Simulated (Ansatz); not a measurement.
Geometry optimisation, RKS PBE0-D4/def2-SVP (Ansatz 0.2.0).

The input (input.yaml):

```yaml
crystal:
  periodic: [false, false, false]
  atoms:
    - { symbol: Al, position_ang: [-0.4066, -1.3453, 0.3543] }
    - { symbol: Ge, position_ang: [0.2048, 1.0093, -0.0691] }
    - { symbol: H, position_ang: [0.6503, -2.3165, 0.7974] }
    - { symbol: H, position_ang: [-1.4625, -1.9288, -0.6473] }
    - { symbol: H, position_ang: [-0.3389, 1.4623, -1.4613] }
    - { symbol: H, position_ang: [-0.368, 1.9367, 1.0461] }
    - { symbol: H, position_ang: [1.7822, 1.1142, -0.0657] }
basis:
  gaussian: { orbitals: def2-SVP }
hamiltonian:
  xc: pbe0
  dispersion: d4
relax:
  f_tol: 0.015
  max_steps: 40
```

Run as:

```bash
$ ansatz run input.yaml --threads 1 --pin off --max-ram 2048MiB --backend cpu --events-out ev --progress --plain --runs-dir out
```

Task: Where does it end, and by what steps?

Result: It converged. After 4 steps the energy has fallen by 0.329 eV; Al1 moved furthest, 0.26 Å.

```csv
step,energy less start (eV),largest force component (eV/Å),accepted
0,0.0000,1.348,yes
1,-0.2887,0.225,yes
2,-0.3111,0.161,yes
3,-0.3246,0.163,yes
4,-0.3291,0.013,yes
```

```xyz
7
Properties=species:S:1:pos:R:3
Al -0.309 -1.402 0.124
Ge 0.253 0.998 -0.122
H 0.626 -2.366 0.980
H -1.623 -1.994 -0.551
H -0.286 1.612 -1.433
H -0.372 1.815 1.032
H 1.773 1.269 -0.074
```

Whether the end is a true minimum wasn't checked by a vibrational analysis.

The run took 14 s on 1 thread of Arm Neoverse V1, on a shared host, peak memory 0.15 GiB.
